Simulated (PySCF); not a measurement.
**Removing an electron from `CSCP=C=C(C)C`**

C6H11PS.
Z-matrix (Å and degrees, PBE0-D3(BJ)/def2-SVP geometry), rows numbered from 1:
```
C 
S   1  1.8014
C   2  1.8107  1  100.33
P   3  1.8805  2  112.15  1    71.29
C   4  1.6397  3  101.69  2  -101.90
C   5  1.3201  4  174.53  3  -175.53
C   6  1.5042  5  121.97  4   -96.00
C   6  1.5045  5  121.36  4    83.92
H   1  1.1007  2  111.46  3    63.19
H   1  1.0994  2  106.70  3  -177.97
H   1  1.1003  2  111.10  3   -59.24
H   3  1.1016  2  105.14  1  -171.86
H   3  1.1011  2  111.21  1   -54.85
H   7  1.1030  6  110.19  5   118.97
H   7  1.0975  6  111.98  5    -1.76
H   7  1.1030  6  110.44  5  -123.10
H   8  1.1031  6  110.19  5  -121.22
H   8  1.1030  6  110.41  5   120.84
H   8  1.0973  6  111.80  5    -0.31
```

Level: B3LYP/def2-SVPD (PySCF). Frontier orbitals with their largest atomic shares (Löwdin; up to four atoms above 4 %):

| orbital | ε (eV) | main atoms |
| --- | --- | --- |
| HOMO−3 | -8.47 | P4 41 %, C5 24 %, C3 10 %, C6 9 % |
| HOMO−2 | -6.97 | C5 25 %, P4 24 %, S2 17 %, C6 11 % |
| HOMO−1 | -6.78 | C5 31 %, P4 31 %, C6 12 %, C3 6 % |
| HOMO | -6.00 | ? |
| LUMO | -1.32 | P4 39 %, C5 33 %, S2 6 %, C6 5 % |
| LUMO+1 | -0.62 | C6 24 %, C5 21 %, P4 17 %, C3 9 % |
| LUMO+2 | 0.12 | C7 14 %, S2 13 %, C8 11 %, C1 7 % |

**Question.** What vertical ionisation energy does ΔSCF give, and how far is −ε(HOMO) from it?

**Answer.** ΔSCF: 7.86 eV (759 kJ/mol; threshold wavelength 158 nm); ⟨S²⟩ of the doublet left behind is 0.757, against 0.75 for a pure doublet. −ε(HOMO) is 6.00 eV, 1.86 eV below it. In exact Kohn–Sham theory the two would be equal; B3LYP (global hybrid, 20 % exact exchange) falls short of its own ΔSCF value by 24 %. Holes in the HOMO−1 and HOMO−2 were tried too where these lie within 1.2 eV of the HOMO; the lowest converged state counts.

**Question.** On which atoms does the HOMO lie?

**Answer.** S2 (sulfide sulfur) 52 %, P4 (phosphorus bonded to 2 C) 11 %, C3 (sp3 carbon bound to sulfur) 10 %, C1 (S-methyl carbon) 8 %. The HOMO−1 lies 0.78 eV lower.

**Question.** And the vertical electron affinity, the fundamental gap, Mulliken's electronegativity and the hardness (with the factor ½)?

**Answer.** EA = -0.41 eV by ΔSCF (−ε(LUMO) = 1.32 eV); a negative value means that the added electron isn't bound at this geometry and level, and the number then depends on the basis. IE − EA = 8.27 eV against an orbital gap of 4.68 eV; (IE + EA)/2 = 3.73 eV; (IE − EA)/2 = 4.13 eV.

**Question.** What kinetic energy would electrons from this vertical process carry with He I light (21.218 eV)?

**Answer.** 21.22 − 7.86 = 13.36 eV.

**Question.** How many of the 10 lowest singlet excitations (vertical TDDFT, same level) lie below the ionisation energy?

**Answer.** All 10; they run from 3.77 to 6.01 eV.

**Question.** The lowest singlet excitation (vertical TDDFT, same level) lies at 3.77 eV. How far is it below IE − EA?

**Answer.** IE − EA = 8.27 eV, so by 4.50 eV.

The structure is a single PBE0-D3(BJ)/def2-SVP conformer in the gas phase; no vibrational or solvent corrections.
